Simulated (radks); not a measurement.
The numbers below are computed, except where a source is named.
The mean radii <r> (bohr) of the occupied orbitals of an atom or ion are listed with their occupations. Level of theory: scalar-relativistic Kohn-Sham, SCAN, spin-polarised, spherical densities, finite nucleus; meta-GGA in the generalised Kohn-Sham scheme; Fermi nuclear charge, rms radius of each element as measured or else 0.836 A^(1/3) + 0.57 fm (a radial shooting solver on a logarithmic mesh with Libxc functionals).

orbital  occ.      <r>
1s up       1  0.01835
1s down     1  0.01835
2s up       1  0.07753
2s down     1  0.07753
2p up       3  0.06943
2p down     3  0.06943
3s up       1   0.2008
3s down     1   0.2008
3p up       3   0.2012
3p down     3   0.2012
3d up       5   0.1825
3d down     5   0.1825
4s up       1   0.4494
4s down     1   0.4494
4p up       3   0.4776
4p down     3   0.4775
4d up       5   0.5114
4d down     5   0.5111
5s up       1    1.067
5s down     1    1.062
5p up       3    1.243
5p down     3    1.229
4f up       7   0.6085
4f down     7   0.6036
5d up       3    1.802
6p up       1    3.287

Name the element and its charge. Open shells, if any, are filled with parallel spins first.

Answer. Z = 74, tungsten, charge +2: W2+ in [Xe] 4f14 5d3 6p1. The 1s radius gives Z: for a bare nucleus <r> = (2 gamma + 1)/(2Z) with gamma = sqrt(1 - (Z/c)^2), 0.01813 bohr for Z = 74, and screening makes it slightly larger (0.01835 here). The occupations add up to 72, and the charge is Z minus that.
